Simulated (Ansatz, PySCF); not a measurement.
This PySCF input computes a B3LYP/def2-TZVPD energy:

```python
from pyscf import gto, scf, dft

mol = gto.M(
    atom='''
    Si   -0.66100242    0.07867757    0.21951764
    Br    0.00834553   -0.28903227   -1.87773755
    Br    1.00822355    0.19522273    1.63629940
    O    -1.34165152    1.50740484   -0.16004149
    O    -1.63979208   -1.08122009    0.79064090
    H    -2.47433504   -1.22763033    0.33229260
    ''',
    basis='def2-tzvpd',
    charge=0,
    spin=1,
    verbose=4,
)

mf = dft.UKS(mol, xc='b3lyp').density_fit(auxbasis='def2-universal-jkfit')
mf.grids.level = 3
mf.conv_tol = 1e-9
mf.max_cycle = 100
mf.max_memory = 1500
mf.kernel()
if not mf.converged:
    mf = mf.newton()
    mf.kernel(mf.make_rdm1())
for _ in range(2):
    mo, _, stable, _ = mf.stability(return_status=True)
    if stable:
        break
    mf.kernel(mf.make_rdm1(mo, mf.mo_occ))
mf.analyze()
```

Q: Write an input for the same energy in Ansatz (a quantum-chemistry and plane-wave program) and say what it gives.

A: 
Ansatz 0.2 input:
```yaml
crystal:
  periodic: [false, false, false]
  atoms:
    - {symbol: Si, position_ang: [-0.66100242, 0.07867757, 0.21951764]}
    - {symbol: Br, position_ang: [0.00834553, -0.28903227, -1.87773755]}
    - {symbol: Br, position_ang: [1.00822355, 0.19522273, 1.63629940]}
    - {symbol: O, position_ang: [-1.34165152, 1.50740484, -0.16004149]}
    - {symbol: O, position_ang: [-1.63979208, -1.08122009, 0.79064090]}
    - {symbol: H, position_ang: [-2.47433504, -1.22763033, 0.33229260]}
basis:
  gaussian:
    orbitals: def2-TZVPD
hamiltonian:
  xc: {name: B3LYP}
magnetization: {spin_polarized: true, initial_magnetization: 1}
output: {forces: true}
```
It gives -5589.12306 Eh, and PySCF -5589.12313 Eh, a difference of 0.07 mEh, from the treatment of integrals and grids.

It need not be the lowest isomer of its formula.
